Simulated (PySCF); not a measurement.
C6H11N3.
Atom-mapped SMILES: `[CH3:1][CH2:2][c:3]1[n:4][n:5]([CH3:6])[n:7][c:8]1[CH3:9]`

Cartesian coordinates in Å at the GFN2-xTB level; atoms count from 1:
```
atom  x, y, z in Å
C1    -2.4539   -0.5998   -0.8179
C2    -1.7664   -0.4200    0.5366
C3    -0.3022   -0.2231    0.3640
N4     0.5708   -1.2251    0.3615
N5     1.7367   -0.6626    0.1451
C6     2.9583   -1.4056    0.1041
N7     1.6983    0.6428    0.0069
C8     0.4163    0.9672    0.1359
C9    -0.0760    2.3647    0.0501
H10   -2.0467   -1.4695   -1.3278
H11   -2.2961    0.2739   -1.4469
H12   -3.5235   -0.7428   -0.6847
H13   -2.1867    0.4462    1.0524
H14   -1.9313   -1.3086    1.1474
H15    3.6634   -0.8778   -0.5353
H16    2.7515   -2.3984   -0.2918
H17    3.3839   -1.5010    1.1063
H18   -0.8221    2.4597   -0.7374
H19    0.7570    3.0281   -0.1634
H20   -0.5364    2.6624    0.9918
```

NICS is the negative of the GIAO shielding at a point without a nucleus: at the ring centre (0) and 1 Å above and below it (1); zz is the component along the ring normal. Level: GIAO PBE0/pcSseg-1 (PySCF, non-relativistic, gas phase) on the GFN2-xTB geometry, one conformer.

Ring bond lengths (Å), with Mayer bond orders in brackets: C3–N4 1.329 (1.46), N4–N5 1.312 (1.23), N5–N7 1.313 (1.23), N7–C8 1.329 (1.48), C8–C3 1.409 (1.33).

What do the NICS probes read (ppm)?

```csv
ring,type,NICS(0),"NICS(1), two faces","NICS(1)zz, two faces",rms pucker (Å),"centre to ring atoms, mean (Å)"
C3–N4–N5–N7–C8,5-membered ring with 3 N; formal bonds all aromatic,-12.1,-12.8 / -12.8,-30.6 / -30.4,0.00,1.14
```

What do they say, and how far can they be read as aromaticity?

- C3–N4–N5–N7–C8: mean NICS(1)zz -30.5 ppm, shielded, aromatic by this magnetic criterion (flat ring, no four-coordinate atom).

How equal are the bonds by HOMA? Use HOMA with the parameters of Krygowski (1993).

- C3–N4–N5–N7–C8: HOMA 0.98; the largest term is that of C8–C3, α(R − Ropt)² = 0.11. The geometric and the magnetic index point the same way.

What are the shieldings of the ring atoms and their hydrogens in the same run (means over atoms taken as equivalent)?

| atoms | environment | σ isotropic (ppm) | principal values of the symmetric part, first atom (ppm) |
| --- | --- | --- | --- |
| C3 | substituted aromatic carbon | 34.1 | -32.6, 13.2, 121.6 |
| N4 | pyridine-type nitrogen | -95.7 | -302.4, -126.4, 141.7 |
| N5 | pyrrole-type nitrogen | 8.5 | -122.2, 59.5, 88.2 |
| N7 | pyridine-type nitrogen | -97.3 | -298.0, -128.7, 135.0 |
| C8 | substituted aromatic carbon | 41.6 | -31.0, 33.4, 122.5 |

Time: 34 s wall; peak memory 0.93 GiB. Hardware: an Arm Neoverse V1 with one thread, shared host with 32 logical CPUs at a one-minute load of 15. This is the whole shielding run at PBE0/pcSseg-1, SCF included.
